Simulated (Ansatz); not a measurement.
Molecule: MgCl2, net charge 0, singlet state. SMILES: [Mg]([Cl])[Cl]
Coordinates optimised at B3LYP-D3(BJ)/def2-TZVP (Ansatz, a quantum-chemistry and plane-wave program):
```xyz
3

Mg     0.0000     0.0000     0.0000
Cl     0.0000     0.0000    -2.1757
Cl     0.0000     0.0000     2.1757
```
Charge 0, spin multiplicity 1.

Computed values are from Ansatz. Valence correlation only, unless marked. UHF or UKS for open shells. Spin-orbit coupling is left out. No relativistic terms. CBS marks a two-point X^-3 extrapolation of the correlation energy; Hartree-Fock from the larger set.

```
Item                                                                   Result
---------------------  ------------------------------------------------------
atomisation energy De  191.3 kcal/mol at CCSD(T)/CBS(def2-TZVPPD,def2-QZVPPD)
total energy            -1119.3694 Eh at CCSD(T)/CBS(def2-TZVPPD,def2-QZVPPD)
dipole moment                                     0.00 D at CCSD(T)/def2-SVPD
T1 diagnostic                                       0.006 at CCSD/def2-QZVPPD
```
